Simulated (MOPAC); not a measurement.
Job for MOPAC: AM1 on BeSi, 2S+1 = 3, a spin state set in the input, which need not be the lowest, a point of a bond scan (R = 2.185 Å).

```
AM1 1SCF PRECISE CHARGE=0 UHF MS=1 THREADS=1
BeSi

Be     0.00000000 1     0.00000000 1     0.00000000 1
Si     0.00000000 1     0.00000000 1     2.18472900 1
```

Output:

```
*******************************************************************************
 **                                                                           **
 **                              MOPAC v23.2.5                                **
 **                                                                           **
 *******************************************************************************
 ** MOPAC's Digital Object Identifier: https://doi.org/10.5281/zenodo.6511958 **
 **                                                                           **
 ** Please cite the open-source release paper for use of this MOPAC version:  **
 ** J. E. Moussa and J. J. P. Stewart (2026)                                  **
 ** MOPAC: An open-source semiempirical molecular orbital program             **
 ** J. Open Source Softw., 11(119), 8025, https://doi.org/10.21105/joss.08025 **
 *******************************************************************************

                              AM1 CALCULATION RESULTS

 *******************************************************************************
 *  AM1        - The AM1 Hamiltonian to be used
 *  UHF        - UNRESTRICTED HARTREE-FOCK CALCULATION
 *
 *
 *
 *                 CHARGE ON SYSTEM = 0
 *
 *
 *
 *  MS=        - IN MECI, MAGNETIC COMPONENT OF SPIN =  1.0
 *  PRECISE    - TIGHTER CRITERIA TO BE USED
 *  1SCF       - DO 1 SCF AND THEN STOP
 *  THREADS=1  - MULTI-THREADING NOT USED
 *  T=         - A TIME OF 172800.0 SECONDS REQUESTED
 *  DUMP=N     - RESTART FILE WRITTEN EVERY 7200.0 SECONDS REQUESTED
 *******************************************************************************
AM1 1SCF PRECISE CHARGE=0 UHF MS=1 THREADS=1
 BeSi

   ATOM   CHEMICAL          X               Y               Z
  NUMBER   SYMBOL      (ANGSTROMS)     (ANGSTROMS)     (ANGSTROMS)

     1      Be          0.00000000  *   0.00000000  *   0.00000000  *
     2      Si          0.00000000  *   0.00000000  *   2.18472900  *



          CARTESIAN COORDINATES

    NO.       ATOM           X           Y           Z

     1        Be          0.0000      0.0000      0.0000
     2        Si          0.0000      0.0000      2.1847

 Be: (AM1): J. J. P. STEWART, J. MOL. MOD., 10, 155-164 (2004)
 Si: (AM1): M.J.S.DEWAR, C. JIE, ORGANOMETALLICS, 6, 1486-1490 (1987).

           Empirical Formula: Be Si  =     2 atoms



      MOLECULAR POINT GROUP   :   C*v


          UHF CALCULATION, NO. OF ALPHA ELECTRONS =    4
                           NO. OF BETA  ELECTRONS =    2

 -------------------------------------------------------------------------------
 AM1 1SCF PRECISE CHARGE=0 UHF MS=1 THREADS=1
 BeSi



     1SCF WAS SPECIFIED, SO BFGS WAS NOT USED
     SCF FIELD WAS ACHIEVED


                              AM1 CALCULATION
                                                       MOPAC v23.2.5 Linux




          FINAL HEAT OF FORMATION =        414.33462 KCAL/MOL =    1733.57603 KJ/MOL


          COSMO AREA              =         99.78 SQUARE ANGSTROMS
          COSMO VOLUME            =         88.64 CUBIC ANGSTROMS

          IONIZATION POTENTIAL    =          9.099801 EV
          ALPHA SOMO LUMO (EV)    =         -9.100 -2.642
          BETA  SOMO LUMO (EV)    =        -10.022 -1.532
          NO. OF ALPHA ELECTRONS  =          4
          NO. OF BETA  ELECTRONS  =          2
          MOLECULAR WEIGHT        =         37.0977         POINT GROUP:  C*v

          MOLECULAR DIMENSIONS (Angstroms)

            Atom       Atom       Distance
           Si     2   Be     1     2.18473
           Si     2   Be     1     0.00000
           Be     1   Si     2     0.00000


          SCF CALCULATIONS        =          1





   ATOM   CHEMICAL          X               Y               Z
  NUMBER   SYMBOL      (ANGSTROMS)     (ANGSTROMS)     (ANGSTROMS)

     1      Be          0.00000000  *   0.00000000  *   0.00000000  *
     2      Si          0.00000000  *   0.00000000  *   2.18472900  *

                             CARTESIAN COORDINATES

   1   Be        0.000000000     0.000000000     0.000000000
   2   Si        0.000000000     0.000000000     2.184729000


           Empirical Formula: Be Si  =     2 atoms



      MOLECULAR POINT GROUP   :   C*v


          ALPHA EIGENVALUES
 -12.68516 -11.62635  -9.51211  -9.09980  -2.64182   1.61415   9.32872   9.88510


           BETA EIGENVALUES
 -11.53711 -10.02207  -1.53237  -1.12613  -1.09346   1.77113   9.44704   9.96825


              NET ATOMIC CHARGES AND DIPOLE CONTRIBUTIONS

  ATOM NO.   TYPE          CHARGE      No. of ELECS.   s-Pop       p-Pop
    1         Be          -0.374171        2.3742     0.39583     1.97834
    2         Si           0.374171        3.6258     1.48302     2.14281
 DIPOLE           X         Y         Z       TOTAL
 POINT-CHG.     0.000     0.000     3.926     3.926
 HYBRID        -0.000    -0.000     0.029     0.029
 SUM           -0.000    -0.000     3.955     3.955


          ATOMIC ORBITAL ELECTRON POPULATIONS

     Atom    s        px        py        pz
    1 Be   0.39583   1.92170   0.00406   0.05258
    2 Si   1.48302   0.07830   0.99594   1.06857


                    (SZ)    =    1.000000
                    (S**2)  =    2.005250


          ATOMIC ORBITAL SPIN POPULATIONS

    Atom   Total    s     px     py     pz
         Atomic
    1 Be -0.0392 -0.022 -0.016  0.004 -0.005
    2 Si  2.0392  0.348  0.016  0.996  0.680

 **********************
 *                    *
 * JOB ENDED NORMALLY *
 *                    *
 **********************




 == MOPAC DONE ==
```

The run finished.

Cost: about 0.04 core-seconds (a rough figure).
